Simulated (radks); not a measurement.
These are the eigenvalues of the occupied orbitals of an atom or ion with whole-number occupations (eV). Calculated with a radial shooting solver on a logarithmic mesh with Libxc functionals: scalar-relativistic Kohn-Sham, r2SCAN, spin-polarised, spherical densities, finite nucleus; meta-GGA in the generalised Kohn-Sham scheme; Fermi nuclear charge, rms radius of each element as measured or else 0.836 A^(1/3) + 0.57 fm.

orbital  eigenvalue
1s down   -15985.56
1s up     -15985.56
2s up     -2183.613
2s down   -2183.602
2p up     -1939.027
2p down   -1939.019
3s up     -350.7606
3s down   -350.7556
3p up     -270.9361
3p down   -270.9301
3d up     -139.6460
3d down   -139.6356
4s up      -51.7283
4s down    -51.6618
4p up      -32.9422
4p down    -32.8649
5d up       -3.4379

Which element is it, and in what charge state? The configuration may be excited. Open shells, if any, are filled with parallel spins first.

Answer. Z = 38, strontium, charge +1: Sr+ in [Kr] 5d1. The list shows which subshells hold electrons but not how many an open one holds; the 1s level, -587.46 hartree, gives Z - s = 34.3 by -(Z - s)^2/2, which with screening and relativity narrows Z to a few neighbours, and the depths of the outer levels then fix element, charge and occupations together.
